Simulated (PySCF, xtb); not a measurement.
C₂H₅Si, SMILES [Si](C)[CH2] (connectivity only; charge and spin as stated), neutral, multiplicity 2.

Harmonic wavenumbers (cm⁻¹) from GFN2-xTB (xtb) at its own minimum, in rising order: 64, 168, 271, 640, 679, 757, 794, 820, 988, 1350, 1422, 1480, 1487, 2999, 3007, 3021, 3023, 3058.

Q: What does PBE-D3(BJ)/def2-TZVP in PySCF give at its own minimum? (The exact figures need the calculation; the answer reports its results.)

A: 88, 212, 255, 600, 604, 641, 767, 787, 957, 1196, 1306, 1379, 1404, 2969, 3054, 3059, 3066, 3166. Paired by order, the mean absolute difference is 63 cm⁻¹ and the zero-point energies are 37.2 and 36.5 kcal/mol.
